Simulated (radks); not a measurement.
The numbers below are computed, except where a source is named.
Kinetic energies: the exact non-interacting value of the Kohn-Sham orbitals and orbital-free approximations, in hartree. Species: Tl77+ [He] 2s2; Eu [Xe] 4f7 6s2; Ba [Xe] 6s2; Be+ [He] 2s1. Level of theory: non-relativistic Kohn-Sham, exchange-only PBE, spin-polarised, spherical densities, point nucleus (a radial shooting solver on a logarithmic mesh with Libxc functionals). Every spin shell is full or empty, so the densities are truly spherical. Functionals are evaluated on that one density, not self-consistently.

| functional | Tl77+ | Eu | Ba | Be+ |
|---|---|---|---|---|
| exact | 8074.22 | 10422.9 | 7882.72 | 14.2456 |
| Thomas-Fermi | 7159.7 | 9900.1 | 7476.5 | 12.809 |
| von Weizsacker | 6949.4 | 4012.2 | 3157.1 | 13.654 |
| TF + vW | 14109 | 13912 | 10634 | 26.463 |
| TF + vW/5 | 8549.6 | 10703 | 8107.9 | 15.540 |
| LC94 | 7937.3 | 10422 | 7885.5 | 14.298 |
| revAPBEK | 7999.2 | 10442 | 7902.3 | 14.412 |
| Thakkar | 7949.3 | 10347 | 7832.1 | 14.332 |
| Pearson | 7619.8 | 10326 | 7810.5 | 13.677 |
| LKT | 11909 | 12244 | 9328.4 | 22.321 |
